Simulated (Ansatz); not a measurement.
Gas-phase electronic energies from Ansatz, PBE0-D4/def2-TZVP geometries. CCSD(T)/CBS adds triple-zeta CCSD(T) − MP2 to the extrapolated MP2 energy (def2 sets, frozen cores). This one scheme is used for every species. DFT in def2-TZVPP. For Ge outer-core shells are correlated without core-valence functions, which leaves a few kJ/mol of doubt a bond. Scalar relativity is left out up to krypton. Each species was taken in one conformer, which may not be the lowest.

`[NH2][AlH][GeH2][F]` + `[NH2][GeH3]` → `[F][GeH2][NH][GeH3]` + `[NH2][AlH2]`  (cleavage of the Ge–Al bond)

`[NH2][AlH][GeH2][F]`:

Z-matrix (Å, degrees):
```
Ge
Al 1 2.486
F 1 1.765 2 103.7
H 1 1.545 2 117.8 3 -114.7
H 1 1.545 2 117.8 3 114.7
N 2 1.760 1 112.4 3 0.1
H 2 1.582 1 126.6 3 -179.9
H 6 1.008 2 122.8 1 -0.0
H 6 1.007 2 126.5 1 180.0
```

`[NH2][GeH3]`:

Cartesian coordinates in Å:
```
N -0.342 -0.224 -1.088
Ge 0.212 0.302 0.589
H 0.294 -0.867 -1.541
H -1.264 -0.637 -1.098
H -0.831 1.304 1.108
H 0.348 -0.851 1.613
H 1.583 0.973 0.417
```

`[F][GeH2][NH][GeH3]`:

Cartesian coordinates in Å:
```
F 1.033 2.184 0.881
Ge -0.496 1.343 0.742
N -0.422 0.125 -0.591
Ge 0.486 -1.478 -0.525
H -0.674 0.623 2.081
H -1.520 2.434 0.410
H -0.556 0.503 -1.518
H 0.573 -1.847 0.962
H 1.896 -1.360 -1.133
H -0.320 -2.528 -1.309
```

`[NH2][AlH2]`:

```xyz
6

N     0.789   -0.052    0.505
Al   -0.697    0.046   -0.446
H     1.707    0.185    0.165
H     0.839   -0.353    1.465
H    -0.584    0.543   -1.945
H    -2.054   -0.369    0.256
```

(1) Is it downhill or uphill in electronic energy at CCSD(T)/CBS, and by how much? (An estimate is asked.)

(2) What do these levels give: revPBE-D4, BLYP-D4, r2SCAN-D4, r2SCAN0-D4, ωB97X-V, B2PLYP, PBE, LC-ωPBE, RPA@PBE/def2-TZVPP, CCSD(T)/def2-TZVPP, SCS-MP2/def2-QZVPP, HF/CBS(def2)? (An estimate is asked.)

Largest T1 diagnostic among the species: 0.013.

Results:

(1) The calculation gave: Downhill: ΔE = -0.10 eV.

(2) Computed: revPBE-D4 0.07, BLYP-D4 0.02, r2SCAN-D4 0.00, r2SCAN0-D4 -0.03, ωB97X-V -0.09, B2PLYP -0.08, PBE 0.13, LC-ωPBE -0.04, RPA@PBE/def2-TZVPP -0.14, CCSD(T)/def2-TZVPP -0.14, SCS-MP2/def2-QZVPP -0.20, HF/CBS(def2) -0.21 eV.

The D4 term adds −0.04 eV with B3LYP and −0.02 eV with PBE0; it sums over pairs of atoms, weighted by their polarisabilities, and B3LYP, whose exchange is more repulsive, gets the larger term. Leaving LDA and LC-ωPBE aside and taking each functional with its dispersion term where it has one, the values, not all of them listed here, spread over 0.25 eV, from B97M-V to PBE-D4. LDA lies −0.07 eV from PBE without D4. From BLYP to BHLYP (50 % exact exchange), in def2-TZVPP and without D4, ΔE moves by −0.14 eV.

B3LYP here is the variant with VWN-RPA as its local correlation; programs differ in this.
